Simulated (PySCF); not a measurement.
## `C[C@@H](C#N)[C@](C)(F)S(=O)(=O)[O-]`: 4 charge schemes on one density

C₅H₇FNO₃S (charge -1).
Atom-mapped SMILES: `[CH3:1][C@@H:2]([C:3]#[N:4])[C@:5]([CH3:6])([F:7])[S:8](=[O:9])(=[O:10])[O-:11]` (hydrogens: H12, H13, H14 on C1; H15 on C2; H16, H17, H18 on C6)

Geometry (GFN2-xTB, Å), atoms numbered from 1 in this order:
```xyz
18
C5H7FNO3S angstrom
C      1.3779    1.0729   -0.1576
C      0.8236   -0.2593   -0.6713
C      1.7777   -1.3095   -0.4388
N      2.5475   -2.1278   -0.2093
C     -0.5257   -0.5923   -0.0396
C     -0.5952   -0.6164    1.4626
F     -0.9577   -1.8074   -0.5523
S     -1.7499    0.6758   -0.6677
O     -1.4301    0.8045   -2.0820
O     -3.0542    0.1138   -0.3767
O     -1.4406    1.8749    0.1114
H      1.7651    0.9654    0.8548
H      2.1822    1.4221   -0.8024
H      0.5627    1.7947   -0.1576
H      0.6172   -0.1765   -1.7470
H     -1.5830   -0.9791    1.7392
H      0.1708   -1.2556    1.9064
H     -0.4970    0.4060    1.8164
```

Density: PBE0/pcSseg-1 (PySCF); schemes: Mulliken, IAO, Hirshfeld and ESP-fitted. Isolated species at its GFN2-xTB geometry (one conformer only). The pcSseg-1 basis has no diffuse functions, a weakness for an anion.

Problem. Atoms with like bonding are taken together and averaged. At which atom do the 4 schemes differ most?

Solution. At S8: from +0.445 (Hirshfeld) to +2.179 e (IAO), 1.734 e apart.

Problem. For which atoms does the sign change between the 4 schemes (beyond +0.03 e in one, beyond −0.03 e in another)?

Solution. C2 and C5. Atomic charges aren't observables, and each scheme defines them in its own way.

Problem. Which atoms carry the lowest charge in the Mulliken, IAO, Hirshfeld and ESP-fitted schemes?

Solution. The schemes don't all agree: Mulliken O11 (-0.639); IAO O11 (-0.969); Hirshfeld O10 (-0.398); ESP-fitted O11 (-0.646).

Problem. What partial charge does each atom carry?

Solution. In e; atoms taken as equivalent share a row and are averaged (×n: the atom named and its like, n in all):

| atom | environment | Mulliken | IAO | Hirshfeld | ESP-fitted |
| --- | --- | --- | --- | --- | --- |
| C1 | methyl carbon | -0.207 | -0.421 | -0.124 | -0.378 |
| C2 | sp3 carbon next to a nitrile | -0.322 | -0.171 | -0.027 | +0.056 |
| C3 | nitrile carbon | +0.157 | +0.158 | +0.081 | +0.332 |
| N4 | nitrile nitrogen | -0.296 | -0.305 | -0.276 | -0.526 |
| C5 | sp3 C–F carbon | -0.117 | +0.102 | +0.079 | +0.269 |
| C6 | methyl carbon | -0.199 | -0.448 | -0.146 | -0.510 |
| F7 | alkyl fluorine | -0.325 | -0.326 | -0.116 | -0.273 |
| S8 | sulfonyl sulfur | +1.252 | +2.179 | +0.445 | +1.130 |
| O9 | oxygen bonded to S | -0.628 | -0.962 | -0.391 | -0.645 |
| O10 | oxygen bonded to S | -0.607 | -0.946 | -0.398 | -0.632 |
| O11 | oxygen bonded to S | -0.639 | -0.969 | -0.373 | -0.646 |
| H12/H13/H14 | methyl hydrogen | +0.125 | +0.150 | +0.032 | +0.108 |
| H15 | methine hydrogen | +0.184 | +0.197 | +0.046 | +0.070 |
| H16/H17/H18 | methyl hydrogen | +0.124 | +0.154 | +0.035 | +0.143 |

Mean size of the charges over all atoms: IAO 0.450 e, ESP-fitted 0.346 e, Mulliken 0.316 e, Hirshfeld 0.150 e. Each set sums to the total charge, -1, to within 0.001 e. The Hirshfeld scheme divides the density at each point in proportion to the densities of the neutral, spherically averaged free atoms.

Some averages cover members that differ in this geometry: H12/H13/H14, Mulliken +0.100 to +0.171; H12/H13/H14, IAO +0.132 to +0.184; H12/H13/H14, ESP-fitted +0.094 to +0.134; H16/H17/H18, IAO +0.131 to +0.166 e.

Problem. Sum the charges by element, for elements with more than one atom.

Solution. 
```json
{"element": "C", "atoms": "5", "Mulliken": "-0.689", "IAO": "-0.780", "Hirshfeld": "-0.138", "ESP-fitted": "-0.230"}
{"element": "O", "atoms": "3", "Mulliken": "-1.874", "IAO": "-2.877", "Hirshfeld": "-1.162", "ESP-fitted": "-1.923"}
{"element": "H", "atoms": "7", "Mulliken": "+0.932", "IAO": "+1.109", "Hirshfeld": "+0.248", "ESP-fitted": "+0.823"}
```

Problem. How many electrons does the Mulliken scheme count on O9?

Solution. Z − q = 8 − (-0.628) = 8.628.
